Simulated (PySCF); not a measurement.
First SCF of a structure search on singlet MoOCl₄, at a hand-made square pyramidal (ligand arrangement 1) geometry. PySCF input:

```python
from pyscf import gto, scf, dft
mol = gto.M(atom='''
Mo     0.000000     0.000000     0.000000
O     -0.000000    -1.741100    -0.370100
Cl     0.000000     0.000000     2.370000
Cl     2.318200     0.000000    -0.492800
Cl     0.000000     2.318200    -0.492800
Cl    -2.318200     0.000000    -0.492800''',
    basis={'Mo': 'def2-SVP', 'O': 'def2-SVP', 'Cl': 'def2-SVP'},
    ecp={'Mo': 'def2-SVP'},
    charge=0, spin=0)
mf = dft.RKS(mol, xc='B3LYP')
mf.grids.atom_grid = (50, 194)
aux = {'Mo': 'def2-universal-JKFIT', 'O': 'def2-universal-JKFIT', 'Cl': 'def2-universal-JKFIT'}
mf = mf.density_fit(auxbasis=aux)
mf.conv_tol = 1e-08
mf.diis_space = 10
mf.max_cycle = 60
mf.init_guess = 'minao'
mf.verbose = 4
mf.kernel()
```

Excerpt of the output (cycles and frontier levels):

```
init E= -1976.06102963287
  HOMO = -0.525135569494542  LUMO = -0.391303007888319  gap/eV = 3.64177
cycle= 1 E= -1983.27916416226  delta_E= -7.22  |g|=  1.5  |ddm|= 3.51
  HOMO = -0.324077562119764  LUMO = -0.313595152085788  gap/eV = 0.28524
cycle= 2 E= -1972.14877500082  delta_E= 11.1  |g|= 5.35  |ddm|= 5.67
  HOMO = -0.281442237511008  LUMO = -0.193528308754285  gap/eV = 2.39226
cycle= 3 E= -1983.70812462334  delta_E= -11.6  |g|= 0.592  |ddm|= 5.32
  HOMO = -0.292528518533624  LUMO = -0.193558800364839  gap/eV = 2.69310
cycle= 4 E= -1983.66868604966  delta_E= 0.0394  |g|= 0.692  |ddm|= 1.38
  HOMO = -0.322564913846816  LUMO = -0.240691841775236  gap/eV = 2.22788
cycle= 5 E= -1983.77193975397  delta_E= -0.103  |g|= 0.429  |ddm|= 1.02
  HOMO = -0.329126517496387  LUMO = -0.222985020748235  gap/eV = 2.88826
cycle= 6 E= -1983.8148415436  delta_E= -0.0429  |g|= 0.109  |ddm|= 0.485
  HOMO = -0.317811652103603  LUMO = -0.218099658541268  gap/eV = 2.71330
cycle= 7 E= -1983.81829391524  delta_E= -0.00345  |g|= 0.0414  |ddm|= 0.181
  HOMO = -0.320766896455625  LUMO = -0.218375406969364  gap/eV = 2.78621
cycle= 8 E= -1983.81864943883  delta_E= -0.000356  |g|= 0.0204  |ddm|= 0.0516
  HOMO = -0.320554333127879  LUMO = -0.218822312611132  gap/eV = 2.76827
cycle= 9 E= -1983.81872238051  delta_E= -7.29e-05  |g|= 0.0122  |ddm|= 0.0201
  HOMO = -0.320571025863391  LUMO = -0.2188033881807  gap/eV = 2.76924
cycle= 10 E= -1983.8187512164  delta_E= -2.88e-05  |g|= 0.00471  |ddm|= 0.00783
  HOMO = -0.32052850568743  LUMO = -0.218852519471357  gap/eV = 2.76674
cycle= 11 E= -1983.81875506439  delta_E= -3.85e-06  |g|= 0.00174  |ddm|= 0.00254
  HOMO = -0.320561304003892  LUMO = -0.218939973560264  gap/eV = 2.76526
cycle= 12 E= -1983.81875567548  delta_E= -6.11e-07  |g|= 0.000174  |ddm|= 0.0011
  HOMO = -0.320561885378855  LUMO = -0.218937293959499  gap/eV = 2.76535
cycle= 13 E= -1983.8187556851  delta_E= -9.62e-09  |g|= 4.89e-05  |ddm|= 0.000234
  HOMO = -0.32055774467667  LUMO = -0.218932679499768  gap/eV = 2.76536
Extra cycle  E= -1983.81875568124  delta_E= 3.86e-09  |g|= 0.000132  |ddm|= 0.000192
converged SCF energy = -1983.81875568124
```

No lower solution of this spin was found from smeared starts or by a stability analysis within the restricted form, which does not test spin polarisation.

Stability towards spin polarisation was not tested.

The search for the lowest solution, 3 starts and the stability check together, took 76 s on 2 threads of a shared Intel Xeon @ 2.50GHz (Skylake/Cascade Lake) host, with 117 basis functions; the process peaked at 0.65 GiB.
